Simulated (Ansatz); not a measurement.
A short molecular-dynamics run on CdH$_{2}$O$_{2}$, SMILES `[OH][Cd][OH]`.

```yaml
crystal:
  periodic: [false, false, false]
  atoms:
    - {symbol: O, position_ang: [-1.837212, 0.258631, -0.673117]}
    - {symbol: Cd, position_ang: [0.039854, 0.017761, -0.172395]}
    - {symbol: O, position_ang: [1.956725, -0.205345, 0.156160]}
    - {symbol: H, position_ang: [-2.416649, -0.364946, -0.229540]}
    - {symbol: H, position_ang: [2.257282, 0.293909, 0.918892]}
basis:
  gaussian: {orbitals: def2-SVP}
hamiltonian: {xc: {name: PBE}, dispersion: d4}
md: {timestep: 0.5 fs, n_steps: 30, ensemble: nvt_nose_hoover, temperature: 700, initial_velocities: maxwell_boltzmann, seed: 154}
```

```sh
$ ansatz run in.yaml --threads 4 --pin off --events-out ev --progress --plain --max-ram 10444MiB
```

```json
{"step": "0", "time (fs)": "0.0", "potential energy (eV)": "-8683.1835", "kinetic (eV)": "0.2714", "T (K)": "700", "conserved (eV)": "-8682.9121"}
{"step": "1", "time (fs)": "0.5", "potential energy (eV)": "-8683.1844", "kinetic (eV)": "0.2721", "T (K)": "702", "conserved (eV)": "-8682.9123"}
{"step": "2", "time (fs)": "1.0", "potential energy (eV)": "-8683.1801", "kinetic (eV)": "0.2676", "T (K)": "690", "conserved (eV)": "-8682.9125"}
{"step": "3", "time (fs)": "1.5", "potential energy (eV)": "-8683.1684", "kinetic (eV)": "0.2560", "T (K)": "660", "conserved (eV)": "-8682.9124"}
{"step": "4", "time (fs)": "2.0", "potential energy (eV)": "-8683.1503", "kinetic (eV)": "0.2381", "T (K)": "614", "conserved (eV)": "-8682.9122"}
{"step": "5", "time (fs)": "2.5", "potential energy (eV)": "-8683.1293", "kinetic (eV)": "0.2174", "T (K)": "561", "conserved (eV)": "-8682.9119"}
{"step": "6", "time (fs)": "3.0", "potential energy (eV)": "-8683.1095", "kinetic (eV)": "0.1978", "T (K)": "510", "conserved (eV)": "-8682.9117"}
{"step": "7", "time (fs)": "3.5", "potential energy (eV)": "-8683.0944", "kinetic (eV)": "0.1828", "T (K)": "471", "conserved (eV)": "-8682.9116"}
{"step": "8", "time (fs)": "4.0", "potential energy (eV)": "-8683.0853", "kinetic (eV)": "0.1736", "T (K)": "448", "conserved (eV)": "-8682.9117"}
{"step": "9", "time (fs)": "4.5", "potential energy (eV)": "-8683.0809", "kinetic (eV)": "0.1691", "T (K)": "436", "conserved (eV)": "-8682.9119"}
{"step": "10", "time (fs)": "5.0", "potential energy (eV)": "-8683.0782", "kinetic (eV)": "0.1661", "T (K)": "428", "conserved (eV)": "-8682.9122"}
{"step": "11", "time (fs)": "5.5", "potential energy (eV)": "-8683.0730", "kinetic (eV)": "0.1607", "T (K)": "414", "conserved (eV)": "-8682.9124"}
{"step": "12", "time (fs)": "6.0", "potential energy (eV)": "-8683.0621", "kinetic (eV)": "0.1497", "T (K)": "386", "conserved (eV)": "-8682.9124"}
{"step": "13", "time (fs)": "6.5", "potential energy (eV)": "-8683.0449", "kinetic (eV)": "0.1327", "T (K)": "342", "conserved (eV)": "-8682.9122"}
{"step": "14", "time (fs)": "7.0", "potential energy (eV)": "-8683.0243", "kinetic (eV)": "0.1126", "T (K)": "290", "conserved (eV)": "-8682.9119"}
{"step": "15", "time (fs)": "7.5", "potential energy (eV)": "-8683.0057", "kinetic (eV)": "0.0943", "T (K)": "243", "conserved (eV)": "-8682.9116"}
{"step": "16", "time (fs)": "8.0", "potential energy (eV)": "-8682.9939", "kinetic (eV)": "0.0826", "T (K)": "213", "conserved (eV)": "-8682.9115"}
{"step": "17", "time (fs)": "8.5", "potential energy (eV)": "-8682.9907", "kinetic (eV)": "0.0793", "T (K)": "204", "conserved (eV)": "-8682.9116"}
{"step": "18", "time (fs)": "9.0", "potential energy (eV)": "-8682.9935", "kinetic (eV)": "0.0818", "T (K)": "211", "conserved (eV)": "-8682.9120"}
{"step": "19", "time (fs)": "9.5", "potential energy (eV)": "-8682.9974", "kinetic (eV)": "0.0854", "T (K)": "220", "conserved (eV)": "-8682.9123"}
{"step": "20", "time (fs)": "10.0", "potential energy (eV)": "-8682.9976", "kinetic (eV)": "0.0856", "T (K)": "221", "conserved (eV)": "-8682.9124"}
{"step": "21", "time (fs)": "10.5", "potential energy (eV)": "-8682.9924", "kinetic (eV)": "0.0805", "T (K)": "208", "conserved (eV)": "-8682.9123"}
{"step": "22", "time (fs)": "11.0", "potential energy (eV)": "-8682.9832", "kinetic (eV)": "0.0716", "T (K)": "185", "conserved (eV)": "-8682.9120"}
{"step": "23", "time (fs)": "11.5", "potential energy (eV)": "-8682.9739", "kinetic (eV)": "0.0625", "T (K)": "161", "conserved (eV)": "-8682.9117"}
{"step": "24", "time (fs)": "12.0", "potential energy (eV)": "-8682.9685", "kinetic (eV)": "0.0574", "T (K)": "148", "conserved (eV)": "-8682.9116"}
{"step": "25", "time (fs)": "12.5", "potential energy (eV)": "-8682.9701", "kinetic (eV)": "0.0590", "T (K)": "152", "conserved (eV)": "-8682.9115"}
{"step": "26", "time (fs)": "13.0", "potential energy (eV)": "-8682.9792", "kinetic (eV)": "0.0680", "T (K)": "175", "conserved (eV)": "-8682.9116"}
{"step": "27", "time (fs)": "13.5", "potential energy (eV)": "-8682.9938", "kinetic (eV)": "0.0824", "T (K)": "212", "conserved (eV)": "-8682.9119"}
{"step": "28", "time (fs)": "14.0", "potential energy (eV)": "-8683.0100", "kinetic (eV)": "0.0985", "T (K)": "254", "conserved (eV)": "-8682.9122"}
{"step": "29", "time (fs)": "14.5", "potential energy (eV)": "-8683.0237", "kinetic (eV)": "0.1121", "T (K)": "289", "conserved (eV)": "-8682.9123"}
{"step": "30", "time (fs)": "15.0", "potential energy (eV)": "-8683.0321", "kinetic (eV)": "0.1205", "T (K)": "311", "conserved (eV)": "-8682.9123"}
```

Velocities are drawn at the set temperature; a run this short doesn't reach equilibrium.

Frames (Å, forces in eV/Å):

```xyz
5
time=0.0 fs
O    -1.837    0.259   -0.673    0.166    0.651   -0.564
Cd    0.040    0.018   -0.172   -0.034   -0.015    0.146
O     1.957   -0.205    0.156    0.125   -0.521   -0.695
H    -2.417   -0.365   -0.230   -0.398   -0.573    0.441
H     2.257    0.294    0.919    0.140    0.458    0.672
5
time=0.5 fs
O    -1.833    0.257   -0.670   -0.187    0.407   -0.412
Cd    0.040    0.018   -0.173    0.005   -0.012    0.193
O     1.952   -0.206    0.157    0.292   -0.419   -0.505
H    -2.419   -0.374   -0.230   -0.143   -0.312    0.253
H     2.273    0.291    0.919    0.032    0.337    0.470
5
time=1.0 fs
O    -1.828    0.256   -0.668   -0.564    0.142   -0.251
Cd    0.040    0.019   -0.173    0.044   -0.010    0.240
O     1.947   -0.207    0.158    0.500   -0.278   -0.251
H    -2.422   -0.383   -0.230    0.133   -0.029    0.057
H     2.289    0.290    0.919   -0.113    0.175    0.206
5
time=1.5 fs
O    -1.824    0.254   -0.665   -0.925   -0.106   -0.109
Cd    0.040    0.019   -0.174    0.083   -0.007    0.285
O     1.942   -0.208    0.160    0.730   -0.124    0.022
H    -2.425   -0.393   -0.229    0.391    0.237   -0.122
H     2.304    0.288    0.921   -0.279    0.001   -0.076
5
time=2.0 fs
O    -1.819    0.253   -0.662   -1.243   -0.311   -0.001
Cd    0.040    0.019   -0.175    0.122   -0.005    0.326
O     1.937   -0.208    0.161    0.961    0.017    0.276
H    -2.427   -0.402   -0.229    0.605    0.458   -0.264
H     2.319    0.287    0.922   -0.445   -0.159   -0.338
5
time=2.5 fs
O    -1.815    0.251   -0.660   -1.498   -0.454    0.064
Cd    0.040    0.020   -0.175    0.161   -0.002    0.365
O     1.932   -0.209    0.162    1.175    0.126    0.482
H    -2.427   -0.409   -0.230    0.757    0.616   -0.362
H     2.333    0.285    0.922   -0.595   -0.287   -0.549
5
time=3.0 fs
O    -1.811    0.250   -0.657   -1.679   -0.525    0.080
Cd    0.040    0.020   -0.176    0.200    0.002    0.400
O     1.928   -0.210    0.163    1.355    0.193    0.621
H    -2.426   -0.416   -0.231    0.837    0.702   -0.410
H     2.345    0.283    0.921   -0.713   -0.371   -0.692
5
time=3.5 fs
O    -1.807    0.248   -0.655   -1.781   -0.521    0.049
Cd    0.039    0.021   -0.176    0.239    0.005    0.430
O     1.924   -0.211    0.164    1.489    0.212    0.683
H    -2.422   -0.421   -0.233    0.841    0.709   -0.407
H     2.355    0.280    0.919   -0.788   -0.405   -0.756
5
time=4.0 fs
O    -1.804    0.246   -0.652   -1.802   -0.439   -0.028
Cd    0.039    0.021   -0.177    0.279    0.009    0.457
O     1.920   -0.211    0.166    1.568    0.180    0.664
H    -2.417   -0.424   -0.237    0.767    0.637   -0.356
H     2.364    0.276    0.914   -0.813   -0.387   -0.738
5
time=4.5 fs
O    -1.801    0.245   -0.649   -1.745   -0.282   -0.148
Cd    0.039    0.021   -0.177    0.320    0.013    0.480
O     1.916   -0.212    0.167    1.587    0.097    0.565
H    -2.410   -0.425   -0.241    0.620    0.488   -0.259
H     2.371    0.270    0.908   -0.782   -0.316   -0.637
5
time=5.0 fs
O    -1.798    0.243   -0.647   -1.618   -0.055   -0.305
Cd    0.039    0.022   -0.178    0.361    0.017    0.498
O     1.912   -0.213    0.169    1.545   -0.033    0.389
H    -2.401   -0.425   -0.246    0.407    0.267   -0.123
H     2.376    0.264    0.900   -0.695   -0.196   -0.459
5
time=5.5 fs
O    -1.795    0.241   -0.644   -1.438    0.225   -0.488
Cd    0.039    0.022   -0.178    0.403    0.021    0.514
O     1.909   -0.213    0.170    1.446   -0.205    0.148
H    -2.391   -0.425   -0.251    0.145   -0.009    0.041
H     2.379    0.258    0.891   -0.556   -0.033   -0.215
5
time=6.0 fs
O    -1.793    0.239   -0.641   -1.232    0.533   -0.680
Cd    0.039    0.023   -0.179    0.444    0.024    0.526
O     1.906   -0.214    0.172    1.301   -0.406   -0.139
H    -2.381   -0.425   -0.256   -0.140   -0.314    0.217
H     2.381    0.252    0.882   -0.374    0.161    0.076
5
time=6.5 fs
O    -1.791    0.237   -0.639   -1.037    0.830   -0.859
Cd    0.039    0.023   -0.179    0.485    0.028    0.537
O     1.903   -0.215    0.174    1.131   -0.617   -0.442
H    -2.371   -0.425   -0.260   -0.410   -0.608    0.380
H     2.382    0.246    0.873   -0.169    0.367    0.384
5
time=7.0 fs
O    -1.789    0.236   -0.637   -0.898    1.068   -1.000
Cd    0.039    0.024   -0.179    0.524    0.031    0.546
O     1.900   -0.216    0.175    0.967   -0.815   -0.720
H    -2.362   -0.427   -0.264   -0.622   -0.843    0.506
H     2.382    0.240    0.865    0.030    0.559    0.668
5
time=7.5 fs
O    -1.787    0.234   -0.635   -0.853    1.203   -1.078
Cd    0.039    0.024   -0.180    0.561    0.034    0.555
O     1.898   -0.217    0.177    0.843   -0.969   -0.930
H    -2.355   -0.431   -0.266   -0.739   -0.975    0.570
H     2.383    0.236    0.858    0.188    0.707    0.883
5
time=8.0 fs
O    -1.785    0.233   -0.633   -0.924    1.204   -1.082
Cd    0.039    0.024   -0.180    0.594    0.036    0.563
O     1.895   -0.218    0.178    0.793   -1.055   -1.033
H    -2.350   -0.437   -0.267   -0.737   -0.972    0.559
H     2.384    0.234    0.854    0.274    0.787    0.993
5
time=8.5 fs
O    -1.783    0.232   -0.631   -1.108    1.071   -1.013
Cd    0.039    0.025   -0.181    0.622    0.039    0.570
O     1.893   -0.219    0.179    0.838   -1.057   -1.009
H    -2.346   -0.446   -0.267   -0.620   -0.835    0.476
H     2.386    0.234    0.851    0.269    0.782    0.976
5
time=9.0 fs
O    -1.782    0.231   -0.629   -1.376    0.829   -0.889
Cd    0.040    0.025   -0.181    0.645    0.042    0.577
O     1.891   -0.221    0.180    0.975   -0.978   -0.863
H    -2.344   -0.456   -0.265   -0.416   -0.588    0.338
H     2.388    0.236    0.852    0.172    0.695    0.837
5
time=9.5 fs
O    -1.781    0.230   -0.628   -1.687    0.523   -0.734
Cd    0.040    0.026   -0.182    0.662    0.046    0.582
O     1.889   -0.222    0.181    1.186   -0.835   -0.624
H    -2.342   -0.468   -0.263   -0.163   -0.277    0.171
H     2.391    0.239    0.854    0.003    0.543    0.605
5
time=10.0 fs
O    -1.780    0.229   -0.626   -1.997    0.199   -0.574
Cd    0.040    0.026   -0.182    0.673    0.050    0.586
O     1.887   -0.224    0.182    1.436   -0.653   -0.334
H    -2.341   -0.481   -0.260    0.094    0.051    0.000
H     2.394    0.243    0.857   -0.207    0.353    0.323
5
time=10.5 fs
O    -1.779    0.229   -0.625   -2.270   -0.100   -0.428
Cd    0.040    0.026   -0.182    0.679    0.054    0.586
O     1.885   -0.226    0.183    1.689   -0.462   -0.038
H    -2.340   -0.494   -0.258    0.323    0.354   -0.154
H     2.396    0.249    0.862   -0.421    0.155    0.034
5
time=11.0 fs
O    -1.778    0.228   -0.624   -2.481   -0.347   -0.311
Cd    0.040    0.027   -0.183    0.679    0.059    0.584
O     1.884   -0.228    0.183    1.914   -0.286    0.229
H    -2.338   -0.505   -0.255    0.500    0.601   -0.277
H     2.398    0.255    0.866   -0.613   -0.028   -0.225
5
time=11.5 fs
O    -1.778    0.227   -0.623   -2.617   -0.521   -0.229
Cd    0.040    0.027   -0.183    0.675    0.064    0.578
O     1.883   -0.230    0.184    2.089   -0.142    0.441
H    -2.335   -0.516   -0.254    0.613    0.775   -0.361
H     2.398    0.260    0.870   -0.760   -0.176   -0.429
5
time=12.0 fs
O    -1.779    0.226   -0.621   -2.673   -0.614   -0.186
Cd    0.040    0.028   -0.183    0.667    0.070    0.569
O     1.882   -0.232    0.185    2.200   -0.042    0.583
H    -2.331   -0.524   -0.253    0.657    0.865   -0.402
H     2.396    0.266    0.873   -0.850   -0.278   -0.564
5
time=12.5 fs
O    -1.780    0.226   -0.620   -2.648   -0.622   -0.183
Cd    0.040    0.028   -0.184    0.655    0.075    0.555
O     1.881   -0.234    0.186    2.241    0.008    0.648
H    -2.324   -0.530   -0.253    0.630    0.866   -0.399
H     2.392    0.270    0.875   -0.879   -0.328   -0.621
5
time=13.0 fs
O    -1.781    0.225   -0.619   -2.545   -0.542   -0.218
Cd    0.041    0.029   -0.184    0.641    0.080    0.538
O     1.881   -0.235    0.187    2.211    0.006    0.634
H    -2.317   -0.535   -0.254    0.537    0.778   -0.354
H     2.386    0.274    0.875   -0.845   -0.322   -0.599
5
time=13.5 fs
O    -1.782    0.223   -0.618   -2.371   -0.377   -0.290
Cd    0.041    0.029   -0.184    0.624    0.084    0.516
O     1.881   -0.237    0.188    2.115   -0.050    0.544
H    -2.308   -0.537   -0.256    0.384    0.603   -0.270
H     2.377    0.277    0.873   -0.752   -0.259   -0.501
5
time=14.0 fs
O    -1.784    0.222   -0.617   -2.137   -0.137   -0.393
Cd    0.041    0.029   -0.184    0.605    0.087    0.492
O     1.882   -0.239    0.189    1.960   -0.157    0.384
H    -2.298   -0.538   -0.259    0.180    0.351   -0.150
H     2.368    0.280    0.871   -0.608   -0.144   -0.333
5
time=14.5 fs
O    -1.786    0.221   -0.616   -1.862    0.160   -0.518
Cd    0.041    0.030   -0.185    0.583    0.090    0.465
O     1.883   -0.241    0.190    1.760   -0.307    0.168
H    -2.288   -0.538   -0.262   -0.056    0.040   -0.006
H     2.356    0.282    0.868   -0.426    0.018   -0.109
5
time=15.0 fs
O    -1.789    0.220   -0.615   -1.572    0.482   -0.651
Cd    0.041    0.030   -0.185    0.558    0.091    0.435
O     1.884   -0.243    0.192    1.537   -0.485   -0.081
H    -2.278   -0.538   -0.265   -0.299   -0.297    0.147
H     2.344    0.284    0.864   -0.224    0.209    0.149
```

It took 7.5 s on 4 threads of an AMD EPYC 9R45 on a shared host, with 0.14 GiB of host memory at the peak.
